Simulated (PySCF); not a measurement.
**Identify the compound**

The spectra below were simulated for a compound C7H15B.

1H NMR (600 MHz, computed): δ 7.40 (br, 1H), 2.11 (m, 1H), 2.08 (m, 1H), 2.02 (m, 2H), 1.92 (m, 2H), 1.66 (m, 2H), 1.65 (m, 1H), 1.29 (m, 2H), 0.85 (t, 3H).

13C{1H} NMR (computed): δ 40.7 (CH), 34.5 (CH2), 26.8 (CH2), 23.9 (CH2), 22.6 (CH2), 19.2 (CH3).

Computed data (PySCF 2.14.0 with density-fitted response routines): shielding tensors at PBE0/pcSseg-1 (GIAO), PBE0-D3(BJ)/def2-SVP structure. Rapidly exchanging positions averaged, gas phase, one conformer, no relativistic terms.

δ = σ(ref) − σ, references computed at the same level: 1H (σ = 31.27 ppm), 13C (σ = 184.41 ppm) against TMS.

**Question.** Deduce the structure.

**Answer.** 
1. 6 carbon signals for 7 carbons: some carbons are equivalent by symmetry or fast rotation.
2. Carbon types of the structure: 1 × CH, 5 × CH2, 1 × CH3, leaving 1 H on heteroatoms.
3. δC 40.7: sp3 CH bonded to B.
4. δC 26.8, 22.6: sp3 CH2 in a ring; saturated and bonded to C and H only.
5. δC 23.9: sp3 CH2; saturated and bonded to C and H only.
6. δC 19.2: methyl carbon; aliphatic region, no heteroatom directly attached.
7. δH 2.08, 2.02, 1.92, 1.65: hydrogen on an sp3 CH2 in a ring.
8. δH 1.66: hydrogen on an sp3 CH2.
9. δH 0.85: hydrogen on a methyl carbon; far from electronegative atoms and π systems.

The compound is `CCCBC1CCC1`.

The shifts were computed for this structure.

Hydrogens on boron are broadened and split by 11B (spin 3/2, 80 %) and 10B (spin 3). A carbon bonded to boron is broadened by the quadrupolar boron nucleus and is often missing from a measured spectrum. Shifts are as computed. Against solution values, carbons near 30 ppm lie about +2 ppm off and those near 130 ppm about +5 ppm. Of 1309 compounds with measured shifts, 239 miss one by over three times the rms of a fit or turn the order of signals round; such compounds aren't used in these exercises. No couplings were computed; multiplicities are counted from neighbouring protons, with m where these are inequivalent, close in shift, in a saturated or five-membered ring or joined by F or P, and br s for small geminal =CH2 splittings.
